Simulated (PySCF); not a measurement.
# Exercise with solution: chemical shift, span and skew from a shielding tensor

CF2, SMILES F[C]F (connectivity only; charge and spin as stated), neutral, multiplicity 1. Atoms are numbered in the order given.

```xyz
3

F      0.0000    -1.0325     0.1990
C      0.0000     0.0000    -0.5969
F      0.0000     1.0325     0.1990
```
Charge 0, spin multiplicity 1.

The structure is a stationary point at B3LYP-D3(BJ)/def2-TZVP. The isomer is the one that the SMILES or the coordinates give; other isomers of the formula were not compared.

GIAO shieldings from PBE0/pcSseg-2 (PySCF), non-relativistic, no solvent. The symmetric part of the tensor of C2 has the principal values -466.4, 12.3, 23.5 ppm. The same nucleus in TMS has σ = 186.1 ppm at this level (PySCF, at its B3LYP-D3(BJ)/def2-TZVP geometry).

Question: Work out the isotropic shielding, the ¹³C shift against TMS, the span and the skew.

Answer: 
σ(iso) = (σ11 + σ22 + σ33)/3 = -143.5 ppm. δ = σ(ref) − σ(iso) = 186.1 − (-143.5) = 329.6 ppm.
Span Ω = σ33 − σ11 = 489.9 ppm. Skew κ = 3(σ(iso) − σ22)/Ω = -0.95. Tumbling in solution averages the tensor to δ; in a static solid the shielding alone would spread this spin-1/2 line over Ω.
